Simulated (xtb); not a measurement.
Here is a job for xtb.
```
$ xtb mol.xyz --gfn 2 --uhf 1 --json

# file mol.xyz
23

C      2.42911425     0.14893972     1.29946826
N      1.35903917    -0.26522210     0.43359287
C      1.49560796    -1.62915642    -0.00208307
Si    -0.12147409     0.64906371     0.39536643
C      0.24816781     2.23045437    -0.61350139
N     -1.29164595    -0.33051078    -0.44587289
C     -2.19130465     0.22706462    -1.41904632
C     -1.85372746    -1.49179075     0.19462288
H      2.28970945     1.18924391     1.58019373
H      2.47019164    -0.45518302     2.21506570
H      3.39018434     0.04643618     0.78529525
H      0.71099494    -1.86270648    -0.71486176
H      2.46694213    -1.76200953    -0.48989427
H      1.44206548    -2.33799598     0.83563189
H     -0.60237413     2.90364485    -0.63812357
H      1.08081107     2.76952925    -0.17391572
H      0.52133067     1.98375771    -1.63803406
H     -3.13667552     0.55211813    -0.96396338
H     -1.73205897     1.07876649    -1.90964269
H     -2.42678671    -0.52811780    -2.17580139
H     -2.81399645    -1.26342747     0.67485946
H     -2.02788702    -2.28006011    -0.54535953
H     -1.17071372    -1.86382743     0.95261815
```

**Question.** Give the total energy at the level GFN2-xTB run with xtb.

**Answer.** -704.7042 eV

**Question.** Give the partial charges in atom order at the level GFN2-xTB.

**Answer.** C1 -0.03, N2 -0.24, C3 -0.03, Si4 0.42, C5 -0.19, N6 -0.26, C7 -0.02, C8 -0.02, H9 0.03, H10 0.02, H11 0.03, H12 0.05, H13 0.03, H14 0.01, H15 0.02, H16 0.02, H17 0.03, H18 0.01, H19 0.03, H20 0.03, H21 0.02, H22 0.03, H23 0.03

**Question.** What dipole moment does GFN2-xTB give?

**Answer.** 0.69 D
